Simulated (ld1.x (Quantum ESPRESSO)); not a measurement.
## Pseudopotential generation for Ni (Z = 28): PAW, PBE, scalar-relativistic.

The input file (ld1.x (Quantum ESPRESSO) 7.5):

```
&input
   title='Ni', zed=28., rel=1, dft='PBE', iswitch=3,
   config='[Ar] 3d8 4s1.75 4p0.25',
   nld=3, rlderiv=1.95, eminld=-10.0, emaxld=5.0, deld=0.04
 /
 &inputp
   pseudotype=3, lpaw=.true., tm=.true., lloc=-1, rcloc=1.55,
   nlcc=.true., rcore=0.55,
   which_augfun='BESSEL', rmatch_augfun=1.15,
   file_pseudopw='Ni.UPF', file_wfcaegen='ae.wfc', file_wfcncgen='nc.wfc', file_beta='beta', file_chi='chi', file_wfcusgen='us.wfc'
 /
6
3S  1  0   2.00   0.00  1.00  1.10  0.0
4S  2  0   1.75   0.00  1.00  1.10  0.0
3P  2  1   6.00   0.00  1.20  1.30  0.0
4P  3  1   0.25   0.00  1.20  1.30  0.0
3D  3  2   8.00   0.00  1.50  1.80  0.0
3D  3  2   0.00  -0.10  1.50  1.80  0.0
 &test
   configts(1)='3s2 3p6 3d8 4s1.75 4p0.25'
 /
```

Command:

```bash
ld1.x < Ni.in > Ni.out
```

Output (shortened: banner, matrices, multipoles, cross overlaps and the repeated all-electron block are left out):

```
Program LD1 v.7.5
     --------------------------- All-electron run ----------------------------

     Ni
     scalar relativistic calculation

     atomic number is 28.00
     dft =PBE   lsd =0 sic =0 latt =0  beta=0.20 tr2=1.0E-14
     Exchange-correlation= PBE
                           (   1   4   3   4   0   0   0)
     mesh =1195 r(mesh) =  98.77016 a.u. xmin = -7.00 dx = 0.01250
     1 Ry =  13.60569312 eV, c = 137.03599908

     n l     nl                  e(Ry)          e(Ha)          e(eV)
     1 0     1S 1( 2.00)      -603.6258      -301.8129     -8212.7480
     2 0     2S 1( 2.00)       -72.2011       -36.1005      -982.3457
     2 1     2P 1( 6.00)       -62.1209       -31.0605      -845.1986
     3 0     3S 1( 2.00)        -8.2023        -4.1012      -111.5982
     3 1     3P 1( 6.00)        -5.2867        -2.6433       -71.9287
     3 2     3D 1( 8.00)        -0.6911        -0.3455        -9.4023
     4 0     4S 1( 1.75)        -0.4403        -0.2202        -5.9910
     4 1     4P 1( 0.25)        -0.1092        -0.0546        -1.4861

     final scf error:  2.9E-15 reached in  30 iterations

     Etot =   -3040.995504 Ry,   -1520.497752 Ha,  -41374.851617 eV

     Ekin =    3083.230214 Ry,    1541.615107 Ha,   41949.484119 eV
     Encl =   -7297.720625 Ry,   -3648.860312 Ha,  -99290.547314 eV
     Eh   =    1299.918616 Ry,     649.959308 Ha,   17686.293776 eV
     Exc  =    -126.423710 Ry,     -63.211855 Ha,   -1720.082197 eV

     normalization and overlap integrals

     s(1S/1S) =  1.000000  <r> =   0.0541  <r2> =    0.0039  r(max) =   0.0353
     s(2S/2S) =  1.000000  <r> =   0.2449  <r2> =    0.0708  r(max) =   0.2055
     s(2P/2P) =  1.000000  <r> =   0.2153  <r2> =    0.0569  r(max) =   0.1641
     s(3S/3S) =  1.000000  <r> =   0.7400  <r2> =    0.6327  r(max) =   0.6410
     s(3P/3P) =  1.000000  <r> =   0.7785  <r2> =    0.7160  r(max) =   0.6491
     s(3D/3D) =  1.000000  <r> =   1.0081  <r2> =    1.3769  r(max) =   0.6331
     s(4S/4S) =  1.000000  <r> =   2.7825  <r2> =    9.0616  r(max) =   2.2096
     s(4P/4P) =  1.000000  <r> =   4.3307  <r2> =   22.9485  r(max) =   3.1355

     ------------------------ End of All-electron run ------------------------

     --------------------- Generating PAW atomic setup --------------------

      Generating local potential from pseudized AE potential:
      Matching radius rcloc =   1.5500

      Local pseudo, rcloc= 1.557 Estimated cut-off energy=    10.21 Ry

      Computing core charge for nlcc:

       r > 0.55 : true rho core
       r < 0.55 : rho core = a sin(br)/r    a=   4.84  b=   5.09

      Integrated core pseudo-charge :   0.62
      Wfc-us  3S rcutus= 1.097  Estimated cut-off energy=    43.74 Ry
      Wfc-us  4S rcutus= 1.097  Estimated cut-off energy=    85.66 Ry
      Wfc-us  3P rcutus= 1.307  Estimated cut-off energy=    49.44 Ry
      Wfc-us  4P rcutus= 1.307  Estimated cut-off energy=    92.59 Ry
      Wfc-us  3D rcutus= 1.809  Estimated cut-off energy=    36.01 Ry
      Wfc-us  3D rcutus= 1.809  Estimated cut-off energy=    55.99 Ry

     Required augmentation: BESSEL   radius:    1.150000
     Suggested rho cutoff for augmentation:  74.62 Ry

     Estimated PAW energy = -428.563595 Ryd

     ------------------- End of pseudopotential generation -------------------

     Computing logarithmic derivative in   1.96220
     Computing logarithmic derivative in   1.96220
     Computing the partial wave expansion
     R is outside the sphere for l=    0 j= 0.00
     R is outside the sphere for l=    0 j= 0.00
     R is outside the sphere for l=    1 j= 0.00
     R is outside the sphere for l=    1 j= 0.00
     R is outside the sphere for l=    2 j= 0.00
     R is outside the sphere for l=    2 j= 0.00

     ---------------------- Testing the pseudopotential ----------------------

     Ni
     scalar relativistic calculation

     atomic number is 28.00   valence charge is 18.00
     dft = SLA  PW   PBX  PBC   lsd =0 sic =0 latt =0  beta=0.20 tr2=1.0E-14
     mesh =1195 r(mesh) =  98.77016 xmin = -7.00 dx = 0.01250

     n l     nl             e AE (Ry)        e PS (Ry)    De AE-PS (Ry)
     1 0     3S   1( 2.00)       -8.20232       -8.20228       -0.00004
     2 1     3P   1( 6.00)       -5.28666       -5.28661       -0.00005
     3 2     3D   1( 8.00)       -0.69106       -0.69101       -0.00004
     2 0     4S   1( 1.75)       -0.44033       -0.44032       -0.00001
     3 1     4P   1( 0.25)       -0.10922       -0.10922       -0.00000

     eps = 2.5E-15  iter =  6

     Etot =   -3040.995504 Ry,   -1520.497752 Ha,  -41374.851617 eV
     Etotps =  -428.563470 Ry,    -214.281735 Ha,   -5830.903057 eV

     Ekin =     380.179435 Ry,     190.089717 Ha,    5172.604724 eV
     Encl =    -978.036330 Ry,    -489.018165 Ha,  -13306.862165 eV
     Ehrt =     295.717289 Ry,     147.858645 Ha,    4023.438691 eV
     Ecxc =    -126.423865 Ry,     -63.211932 Ha,   -1720.084307 eV
     (Ecc =      -1.023786 Ry,      -0.511893 Ha,     -13.929319 eV)

     ---------------------- End of pseudopotential test ----------------------
```

Generation and configuration tests took about 2.2 s on one core of a shared server CPU.
